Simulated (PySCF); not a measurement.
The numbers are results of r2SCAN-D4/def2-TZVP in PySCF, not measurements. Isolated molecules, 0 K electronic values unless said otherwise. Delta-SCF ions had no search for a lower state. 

Reference species (SMILES): `[F][GeH]([F])[F]` (neutral, multiplicity 1).

```json
{
  "LUMO": "-1.17 eV",
  "vertical ionisation energy (Delta-SCF)": "13.53 eV",
  "S1 oscillator strength": "0.000"
}
```

Changed species: `[F][Ge]([F])([F])[F]` (0 of 4 F replaced by H; the reference has 1 of 4 F replaced by H).

Problem. What does the change do to the LUMO, vertical ionisation energy (Delta-SCF) and S1 oscillator strength?

Solution. the LUMO drops by 1.37 eV, to -2.54 eV; the vertical ionisation energy (Delta-SCF) rises by 1.04 eV, to 14.57 eV; the S1 oscillator strength hardly moves.
